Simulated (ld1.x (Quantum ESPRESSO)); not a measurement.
# Varying the PAW potential for Si (Z = 14)

Base potential:

silicon, PAW, made with ld1.x (Quantum ESPRESSO) 7.5 (PBE, scalar-relativistic). Core [Ne], reference 3s1.75 3p2.25. Waves: 3s (bound): rcut 1.65, rcutus 2.05 bohr; 3s channel at -0.4 Ry: rcut 1.65, rcutus 2.05 bohr; 3p (bound): rcut 1.65, rcutus 2.15 bohr; 3p channel at 1.45 Ry: rcut 1.65, rcutus 2.15 bohr. Local part: all-electron potential smoothed inside 1.60 bohr (lloc = -2). Core correction: a·sin(br)/r model core, default radius (ld1.x builds one for every PAW set, though the input has nlcc=.false.). Augmentation charge: PSQ, radius 1.20 bohr.

Cutoffs, loose and tight: the cutoffs (Ry, on a coarse ladder) from which the occupation-weighted sum of valence levels, in a spherical-Bessel basis at the reference potential, stays within 10 and 1 mRy of its value at 400 Ry. They do not see the model core or the augmentation charge, which bear on the density cutoff. Test errors are all-electron minus pseudo excitation energies from the reference, over the configurations 3s2 3p2; 3s2 3p1; 3s2 3p0; 3s1 3p3; 3s2 3p2.3; 3s0 3p4; 3s2 3p1.5. A dash means not determined; rows that change the core or the reference have their own tests.

The default core radius of the base comes out at 1.13 bohr.

| change | outcome | cutoff, loose | cutoff, tight | bound ghosts | largest test error (meV) |
| --- | --- | --- | --- | --- | --- |
| base | generated | 8 Ry | 15 Ry | none | -7.4 |
| reference 3s2 3p2 | generated | 8 Ry | 15 Ry | none | -54 |
| local potential all-electron potential smoothed inside 0.98 bohr (lloc = -2) | generated | 8 Ry | 15 Ry | none | -7.7 |
| core correction a·sin(br)/r model core inside 2.10 bohr | generated | 8 Ry | 15 Ry | none | -7.7 |
| wave 3p channel at 1.45 Ry: rcut 1.65, rcutus 2.15 bohr becomes 3p channel at 0.4 Ry: rcut 1.65, rcutus 2.15 bohr | generated | 8 Ry | 15 Ry | none | -7.4 |
| waves 3p (bound): rcut 1.65, rcutus 3.14 bohr; 3p channel at 1.45 Ry: rcut 1.65, rcutus 3.14 bohr | generated | 6 Ry | 8 Ry | none | -7.8 |
